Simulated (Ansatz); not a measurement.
Input file for Ansatz (a program for electronic structure): R-PBE/def2-TZVPP on BiH3O3 (SMILES [OH][Bi]([OH])[OH]), a point of a torsion scan. Elements past Kr take the def2 small-core potentials; no spin–orbit coupling.

Ansatz 0.2 input:
```yaml
crystal:
  periodic: [false, false, false]
  atoms:
    - {symbol: O, position_ang: [-1.01268358, -1.00058117, -0.47263928]}
    - {symbol: Bi, position_ang: [-0.22829157, 0.66638208, 0.46669299]}
    - {symbol: O, position_ang: [1.61575310, -0.05895554, 0.01453860]}
    - {symbol: O, position_ang: [-0.35448552, -0.27356614, 2.27632138]}
    - {symbol: H, position_ang: [-1.96718198, -1.02579460, -0.46620291]}
    - {symbol: H, position_ang: [1.54940404, -1.00066934, -0.13747275]}
    - {symbol: H, position_ang: [0.00487388, -1.15755786, 2.22646199]}
basis:
  gaussian:
    orbitals: def2-TZVPP
hamiltonian:
  xc: {name: PBE}
scf: {lower_state_search: off}
```

Task: Give the final energy of this run.

Result: -442.0657 hartree.
